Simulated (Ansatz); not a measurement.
A nudged elastic band was laid between two geometries of CH6BN + FH (11 atoms, charge 0, multiplicity 1).

Method: RKS PBE/6-31G* in Ansatz.

```json
{
 "movable images": "5",
 "climbing image": "yes",
 "spring": "5.0 eV/Å²",
 "optimiser": "quadratic models (default)",
 "start path": "through a guess of the saddle point",
 "force threshold": "0.05 eV/Å",
 "iteration limit": "60",
 "end points": "relaxed"
}
```

Initial state:

```xyz
11
Properties=species:S:1:pos:R:3
B -0.025 0.195 0.353
C -0.053 0.386 1.912
H -1.043 0.240 2.380
H 0.657 -0.311 2.392
H 0.300 1.402 2.172
H 0.978 0.331 -0.304
N -1.204 -0.142 -0.373
H -2.128 -0.152 0.062
H -1.243 -0.130 -1.392
F 0.029 -2.565 0.322
H -0.539 -1.871 -0.024
```

Final state:

```xyz
11
Properties=species:S:1:pos:R:3
B -0.174 -0.757 -1.236
C 0.087 0.096 3.137
H -0.842 -0.143 3.677
H 0.949 -0.249 3.727
H 0.157 1.185 2.994
H 0.760 -0.643 -1.990
N -1.437 -0.238 -1.553
H -2.243 -0.315 -0.934
H -1.622 0.253 -2.423
F 0.008 -1.401 -0.058
H 0.086 -0.406 2.158
```

(1) Which bonds break or form, and what moves?

(2) Give the energies along the band, and the barrier.

(3) What is the geometry of the highest image?

The band took 18 iterations and roughly 3 core-minutes.

## Answers

(1) Bonds broken: B1–C2, F10–H11. Bonds formed: B1–F10, C2–H11. CH6BN + FH becomes BFH3N + CH4.

(2) It converged. The highest image is number 2 of 0 to 6, 25.1 kcal/mol above the first end and 62.8 kcal/mol above the last; the last end lies 37.7 kcal/mol below the first. Neighbouring images differ by up to 2.2 eV, so the band resolves the path poorly. A vibrational analysis at the climbing image gives one clearly imaginary mode, 939i cm⁻¹: a first-order saddle point. The orbitals stay closed-shell, which can raise the energy where a bond breaks towards radicals; this wasn't checked here.

```
image  path coordinate (Å)  energy (kcal/mol)  B1–C2 (Å)  F10–H11 (Å)  B1–F10 (Å)
    0                 0.00                0.0       1.57         0.96        2.76
    1                 1.30                4.3       1.59         0.95        2.77
    2                 2.60               25.1       1.78         1.19        1.73
    3                 3.85              -26.2       2.68         1.88        1.37
    4                 5.10              -37.2       3.48         2.48        1.35
    5                 6.35              -37.6       3.98         2.45        1.35
    6                 7.60              -37.7       4.46         2.43        1.35
```

(3) 
```xyz
11
Properties=species:S:1:pos:R:3:forces:R:3
B -0.077 -0.280 0.092 -0.01 0.01 -0.01
C -0.103 -0.010 1.851 0.00 -0.02 -0.01
H -1.104 -0.060 2.310 0.00 0.00 0.00
H 0.655 -0.368 2.574 0.00 0.01 0.00
H 0.147 1.048 1.683 0.00 0.01 0.01
H 0.966 0.068 -0.394 0.00 -0.01 0.01
N -1.313 0.147 -0.490 -0.01 0.02 -0.01
H -2.198 -0.226 -0.147 0.00 -0.01 0.01
H -1.338 0.279 -1.500 0.00 0.00 0.00
F 0.070 -1.988 0.302 0.00 -0.01 0.00
H 0.024 -1.225 1.220 0.00 0.00 0.01
```

Run time: 3.4 min on 1 thread of Arm Neoverse V1, on a shared host, peak memory 0.12 GiB.
